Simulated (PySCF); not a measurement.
Isomers of C6H12ClFO, from PySCF, PBE0-D3(BJ)/def2-SVP geometry optimisation, gas phase. One conformer each, no zero-point energy, no frequencies.

Problem. Which isomer lies lower at this level?
A. `[CH3:1][CH:2]([CH3:3])[O:4][C@@H:5]([CH3:6])[C@@H:7]([F:8])[Cl:9]` with C1–C2–O4–C5 154°, C2–O4–C5–C6 141°, O4–C5–C7–F8 58°: A = 2378, B = 750.9, C = 645.8 MHz, dipole 1.47 D
B. `[CH3:1][CH2:2][C@@H:3]([CH2:4][O:5][CH3:6])[C@@H:7]([F:8])[Cl:9]` with C1–C2–C3–C4 68°, C2–C3–C4–O5 -177°, C3–C4–O5–C6 179°, C2–C3–C7–F8 -55°: A = 1485, B = 888.0, C = 656.8 MHz, dipole 2.88 D

Solution. A. That is `CC(C)O[C@@H](C)[C@@H](F)Cl`, 6.1 kcal/mol below the other.

| SMILES | mapped SMILES | E (Eh) | relative (kcal/mol) | relative (kJ/mol) | dipole (D) |
| --- | --- | --- | --- | --- | --- |
| CC(C)O[C@@H](C)[C@@H](F)Cl | [CH3:1][CH:2]([CH3:3])[O:4][C@@H:5]([CH3:6])[C@@H:7]([F:8])[Cl:9] | -870.08634 | 0.0 | 0.0 | 1.47 |
| CC[C@@H](COC)[C@@H](F)Cl | [CH3:1][CH2:2][C@@H:3]([CH2:4][O:5][CH3:6])[C@@H:7]([F:8])[Cl:9] | -870.07668 | 6.1 | 25.4 | 2.88 |
